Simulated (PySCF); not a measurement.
A species of formula C4H6F2O has this rotational fingerprint, computed with B3LYP/def2-SVPD in PySCF (dipole) on a GFN2-xTB geometry, gas phase:

```
Rotational constants : A = 7230, B = 1337, C = 1197 MHz
Dipole components    : |μa| = 0.79 D, |μb| = 1.03 D, |μc| = 1.01 D
Inertial defect      : -25.66 u·Å²
κ                    : -0.95
```

Question: Which candidate fits, each taken in the one conformer that was computed?
A. `[CH2:1]=[C:2]([CH2:3][F:4])[O:5][CH2:6][F:7]` with C1–C2–C3–F4 17°, C1–C2–O5–C6 -8°, C2–O5–C6–F7 72°
B. `[C@H]1(C([C@@H](F)O1)C)F`
C. `[CH3:1][C@@H:2]([F:3])[C@@H:4]([F:5])[CH:6]=[O:7]` with C1–C2–C4–F5 -44°, C2–C4–C6–O7 47°

Answer: A. It is C=C(CF)OCF, a near-prolate asymmetric top, point group C1. The candidates at the same level (rigid rotor, commonest isotopes):

```
                SMILES  A (MHz)  B (MHz)  C (MHz)  μa (D)  μb (D)  μc (D)  Δ (u·Å²)  point group                        rotor
            C=C(CF)OCF     7230     1337     1197    0.79    1.03    1.01    -25.66           C1  near-prolate asymmetric top
 CC1[C@@H](F)O[C@@H]1F     4152     2344     1676    0.59    2.25    0.74    -35.88           C1               asymmetric top
C[C@@H](F)[C@@H](F)C=O     3532     1927     1682    0.35    0.29    0.87   -104.80           C1               asymmetric top
```

`CC1[C@@H](F)O[C@@H]1F` has B 75 % too high; `C[C@@H](F)[C@@H](F)C=O` has A 51 % too low. No structure here is proved a minimum.
